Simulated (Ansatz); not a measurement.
```yaml
crystal:
  periodic: [false, false, false]
  atoms:
    - {symbol: C, position_ang: [-1.667766, 0.175092, 0.841738]}
    - {symbol: Ga, position_ang: [-0.230816, 0.390086, -1.123681]}
    - {symbol: S, position_ang: [2.678640, -0.642533, -0.173155]}
    - {symbol: Cl, position_ang: [-0.429537, -1.399867, -3.151745]}
    - {symbol: Cl, position_ang: [0.661742, 2.833693, -1.890996]}
    - {symbol: D, position_ang: [-1.748930, -1.126596, 1.239893]}
    - {symbol: H, position_ang: [-1.199014, 0.939506, 1.869079]}
    - {symbol: H, position_ang: [-2.923545, 0.605875, 0.525824]}
    - {symbol: H, position_ang: [2.189324, -2.054083, 0.597176]}
    - {symbol: H, position_ang: [2.773901, 0.214704, 1.269492]}
basis:
  gaussian: {orbitals: aug-cc-pVDZ, point_charges: [{charge: 2.00, position_ang: [6.850, 0.652, -0.515]}]}
hamiltonian: {xc: {name: wB97}}
scf: {lower_state_search: full}
output: {forces: true}
```

```sh
$ ansatz run in.yaml --threads 8 --pin off --events-out ev --progress --plain --max-ram 18278MiB
```

Shortened log:

```
Error: YAML parse error: error: line 9 column 16: `D` is not an element symbol (H … Og, case-exact)
 7 |     - {symbol: Cl, position_ang: [-0.429537, -1.399867, -3.151745]}
 8 |     - {symbol: Cl, position_ang: [0.661742, 2.833693, -1.890996]}
 9 |     - {symbol: D, position_ang: [-1.748930, -1.126596, 1.239893]}
10 |     - {symbol: H, position_ang: [-1.199014, 0.939506, 1.869079]}
11 |     - {symbol: H, position_ang: [-2.923545, 0.605875, 0.525824]}
```

In this input an element symbol is wrong. The program refused the input.
